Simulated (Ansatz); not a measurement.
Harmonic frequencies (cm⁻¹) at PBE0-D4/def2-TZVP from Ansatz: 156, 218, 306, 415, 436, 560, 610, 799, 831, 916, 1446, 2271.

Question: Which molecule is it?
A. `CC(Cl)Br`
B. `[SiH2]1[SiH2]S1`
C. `O=C[O][GeH3]`
D. `FB1S[SiH]1F`

Answer: D.
